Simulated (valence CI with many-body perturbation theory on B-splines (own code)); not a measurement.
Level structure of Mn III

Computed by relativistic CI+MBPT: five valence electrons over a frozen Dirac-Fock core [Ar], radial functions for each j: 7 s, 7 p, 8 d, 6 f, 4 g, 1 h, with the one-electron correlation potential Σ1 (screened to all orders), the two-electron term Σ2, the three-electron term Σ3, Breit, model QED; selected single and double excitations, second order for the rest, scaled by the run's own slope (own B-spline code, finite nucleus).

Against 50 measured levels this calculation errs by 2649 cm⁻¹ on average and by 6458 at most. These come from a selection out of Corliss and Sugar, J. Phys. Chem. Ref. Data 6, 1253 (1977). Levels without a partner in it may be off by more, other configurations by 1,000 to 8,000 cm⁻¹. Among the levels kept, up to 1900 cm⁻¹ of a level comes from second order outside the variational space, and about a tenth of that is noise between levels of different J, which matters for small intervals. Only levels of the ground parity were solved; by the run's estimate the other parity begins above the list, which can be wrong where configurations are misplaced.

Levels 46 to 53 of 53, with energies above the lowest level, 3d5 6S_5/2. "Leading %" is the weight of the configuration and term that name the level; weights of strongly mixed levels are sums over their largest components and can fall short. In the jj column 3d3/2^4 stands for four electrons in 3d with j = 3/2.

| No. | Configuration | Term | J | E (cm⁻¹) | Leading % | Second component | g | Leading jj |
| --- | --- | --- | --- | --- | --- | --- | --- | --- |
| 46 | 3d4.4s | 4H | 13/2 | 78889 | 96 |  | 1.231 | 3d3/2 3d5/2^3 4s (54 %) |
| 47 | 3d4.4s | 4P | 1/2 | 79477 | 95 |  | 2.663 | 3d3/2^4 4s (41 %) |
| 48 | 3d4.4s | 4P | 3/2 | 80030 | 96 |  | 1.732 | 3d3/2^3 3d5/2 4s (38 %) |
| 49 | 3d4.4s | 4P | 5/2 | 80912 | 95 |  | 1.598 | 3d3/2 3d5/2^3 4s (35 %) |
| 50 | 3d4.4s | 4F | 3/2 | 80920 | 96 |  | 0.399 | 3d3/2^2 3d5/2^2 4s (49 %) |
| 51 | 3d4.4s | 4F | 5/2 | 80970 | 93 |  | 1.021 | 3d3/2^2 3d5/2^2 4s (48 %) |
| 52 | 3d4.4s | 4F | 7/2 | 81021 | 93 |  | 1.229 | 3d3/2^2 3d5/2^2 4s (42 %) |
| 53 | 3d4.4s | 4F | 9/2 | 81071 | 92 |  | 1.327 | 3d3/2^3 3d5/2 4s (33 %) |
